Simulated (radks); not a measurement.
All-electron atom: Al+ in [Ne] 3s2 (the NIST ground configuration).

Calculated with a radial shooting solver on a logarithmic mesh with Libxc functionals: scalar-relativistic Kohn-Sham, r2SCAN, spin-unpolarised, spherical densities, finite nucleus; meta-GGA in the generalised Kohn-Sham scheme; Fermi nuclear charge, rms radius 3.061 fm.

Energy parts (eV):
total: -6600.791
kinetic: 6613.524
electron-nucleus: -15687.963
Hartree: 2973.213
exchange-correlation: -499.564

Orbitals (lengths in bohr, moments of r in powers of bohr; <r^-3> diverges for s and p1/2):
1s: occ. 2; eigenvalue (eV) -1529.934; <1/r> 12.63; <r^2> 0.01946; <r^4> 0.0009858
2s: occ. 2; eigenvalue (eV) -120.1104; <1/r> 2.350; <r^2> 0.4650; <r^4> 0.4052
2p: occ. 6; eigenvalue (eV) -79.8117; <1/r> 2.212; <r^-3> 35.80; <r^2> 0.4592; <r^4> 0.4825
3s: occ. 2; eigenvalue (eV) -14.9623; <1/r> 0.5560; <r^2> 6.587; <r^4> 70.42

The highest occupied level is 3s at -14.962 eV. Summed over all electrons, <r^2> = 16.90 bohr^2, which gives a Langevin (diamagnetic) susceptibility term of -13.4 x 10^-6 cm^3/mol.
